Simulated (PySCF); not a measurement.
Exercise with solution: dipole moment from atomic charges

H5OPSi, SMILES O[SiH2]P. Atoms are numbered in the order given.

```xyz
8

Si    -0.8071    -0.0213    -0.1571
O     -0.9734     1.5698     0.2689
P      1.2676    -0.8902     0.0360
H     -1.7103    -0.7519     0.7543
H     -1.2134    -0.2501    -1.5669
H     -0.4169     2.2110    -0.1846
H      1.5448    -0.2367     1.2631
H      1.8702     0.1201    -0.7577
```
Charge 0, spin multiplicity 1.

Coordinates come from a TPSSh-D3(BJ)/def2-TZVP optimisation. The values are those of a single conformer.

Charges (e) from CAM-B3LYP/def2-TZVPD (PySCF):

| atom | ESP fit | IAO |
|---|---|---|
| Si1 | 0.483 | 0.881 |
| O2 | -0.629 | -0.806 |
| P3 | -0.288 | -0.106 |
| H4 | -0.044 | -0.139 |
| H5 | -0.091 | -0.163 |
| H6 | 0.398 | 0.369 |
| H7 | 0.094 | -0.014 |
| H8 | 0.079 | -0.023 |

The dipole moment of the full density is 1.43 D.

Task: What dipole moment does each set of point charges give, and which comes closer to that of the density?

Result: 
μ = Σ q r, and 1 e Å = 4.8032 D.
ESP fit: Σ q r = (0.170, 0.182, -0.161) e Å, |μ| = 1.42 D.
IAO: Σ q r = (0.156, -0.228, -0.277) e Å, |μ| = 1.88 D.
ESP fit comes closer in size. Point charges leave out the atoms' own dipoles (lone pairs, polarised bonds); fits to the potential absorb them, partitions of the density don't.
